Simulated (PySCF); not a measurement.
C5H8F2O: full NMR table

```yaml
Formula: C5H8F2O
SMILES: FC(F)OC1CCC1
InChI: InChI=1S/C5H8F2O/c6-5(7)8-4-2-1-3-4/h4-5H,1-3H2
Point_group_of_the_computed_structure: C1
Degrees_of_unsaturation: 1
Carbon_signals: 4
Proton_signals: 6
```

Mapped SMILES: `[F:1][CH:2]([F:3])[O:4][CH:5]1[CH2:6][CH2:7][CH2:8]1`; H(Xn) means a hydrogen on atom n. Ha(C6), Ha(C7), Ha(C8) are cis to O4 on the ring; Hb(C6), Hb(C7), Hb(C8) are trans to O4 on the ring.

PySCF 2.14.0 with density-fitted response routines calculation with shieldings: GIAO PBE0/pcSseg-1 and structure optimised with GFN2-xTB; single conformer, no solvent, non-relativistic, one averaged value for each set of equivalent atoms.

Scale: 1H, 13C against TMS; 19F against CFCl3; 17O vs H2O (reference shieldings calculated alike).

| carbon | δC, type | δH (multiplicity) | HMBC from (2–3 bonds) | span of the C tensor (ppm) |
| --- | --- | --- | --- | --- |
| C2 | 125.6, CH | 6.17 (m) | H(C5) | 36 |
| C5 | 75.1, CH | 4.22 (m) | H(C2), Ha(C6)/Ha(C8), Hb(C6)/Hb(C8), Ha(C7), Hb(C7) | 71 |
| C6/C8 | 31.2, CH2 | Hb(C6) 2.42 (m); Ha(C6) 2.55 (m) | H(C5), Ha(C6)/Ha(C8), Hb(C6)/Hb(C8), Ha(C7), Hb(C7) | 44 |
| C7 | 13.4, CH2 | Hb(C7) 1.72 (m); Ha(C7) 1.93 (m) | H(C5), Ha(C6)/Ha(C8), Hb(C6)/Hb(C8) | 22 |

Other nuclei:
| atoms | nucleus | environment | δ (ppm) | σ (ppm) |
| --- | --- | --- | --- | --- |
| F1/F3 | 19F | fluorine of a CF2 group | -94.3 | 265.2 |
| O4 | 17O | ether oxygen | 149.1 | 187.0 |

1. Carbon types of the structure: 2 × CH, 3 × CH2, which accounts for all hydrogens.
2. δC 125.6: sp3 CH bonded to 2 F and O; 3 electronegative neighbours deshield it.
3. δC 75.1: sp3 CH bonded to O; pulled downfield by the heteroatom.
4. δC 31.2, 13.4: sp3 CH2 in a ring; saturated and bonded to C and H only.
5. δH 6.17: hydrogen on an sp3 CH bonded to 2 F and O; its carbon carries F and O, an electronegative neighbour.
6. δH 4.22: hydrogen on an sp3 CH bonded to O; its carbon carries O, hence the downfield position.

Splittings by 19F in the carbon and heteronuclear signals aren't shown, as no couplings were computed. Shifts are as computed. Against solution values, carbons near 30 ppm lie about +3 ppm off and those near 130 ppm about +5 ppm. Of 1211 compounds with measured shifts, 218 miss one by over three times the rms of a fit or turn the order of signals round; such compounds aren't used in these exercises. Unscaled 19F shifts against computed CFCl3 carry errors that often reach 10 to 50 ppm. Experimental scales use liquid or dissolved standards, which lie at an offset from isolated H2O (liquid H2O: subtract about 36 ppm). Multiplicities follow the n + 1 count of equivalent neighbours, as no J values were calculated; m marks all less simple cases, F and P coupling included.
